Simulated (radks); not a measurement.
Task: Species: As14+. Configuration: [Ar] 4s1 (not the ground configuration). Method: Dirac Kohn-Sham, LDA (Slater exchange, Perdew-Wang correlation), spin-unpolarised, spherical densities, finite nucleus; Fermi nuclear charge, rms radius 4.0968 fm; computed with a radial shooting solver on a logarithmic mesh with Libxc functionals.

Spin-orbit splittings of the eigenvalues, e(l+1/2) - e(l-1/2), with zeta = 2 splitting/(2l+1) and mean radii in bohr:

| shell | occ. | splitting (eV) | zeta (eV) | <r> j=l-1/2 | <r> j=l+1/2 |
|---|---|---|---|---|---|
| 2p | 6 | 36.63 | 24.42 | 0.1740 | 0.1776 |
| 3p | 6 | 7.105 | 4.737 | 0.5236 | 0.5301 |
| 3d | 0 | 1.363 | 0.5452 | 0.4872 | 0.4891 |
| 4p | 0 | ? | ? | 1.116 | 1.125 |

Estimate the 4p splitting.

Result: 2.156 eV (zeta = 1.437 eV).
